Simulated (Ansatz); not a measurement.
Gas-phase electronic energies from Ansatz, PBE0-D4/def2-TZVP geometries. CBS: MP2 limit from def2 TZ/QZ plus the TZ coupled-cluster correction, frozen cores. Functionals use def2-TZVPP. Each species was taken in one conformer, which may not be the lowest.

Reaction (cleavage of the Si–Si bond): `O[Si@H](F)[Si@H](O)F` + `O[SiH](O)O` → `O[SiH](O)O[SiH](O)F` + `O[SiH2]F`

```csv
level,ΔE (kJ/mol)
PBE0-D4,-153.9
SCS-MP2/def2-TZVPP,-182.3
HF/def2-QZVPP,-199.9
SCS-MP2/def2-QZVPP,-182.0
```

(1) What does CCSD(T)/CBS give? (Best estimate.)

Largest T1 diagnostic among the species: 0.013.

Answers

(1) Computed: -173.2 kJ/mol. The listed levels differ from it by 19.3, -9.1, -26.7, -8.8 kJ/mol.

From PBE to PBE0 (25 % exact exchange), in def2-TZVPP and without D4, ΔE moves by −13.8 kJ/mol. In def2-TZVPP, CCSD(T) changes the Hartree–Fock value by +22.2 kJ/mol (the triples alone add +3.3 kJ/mol) and MP2 by +16.2 kJ/mol.
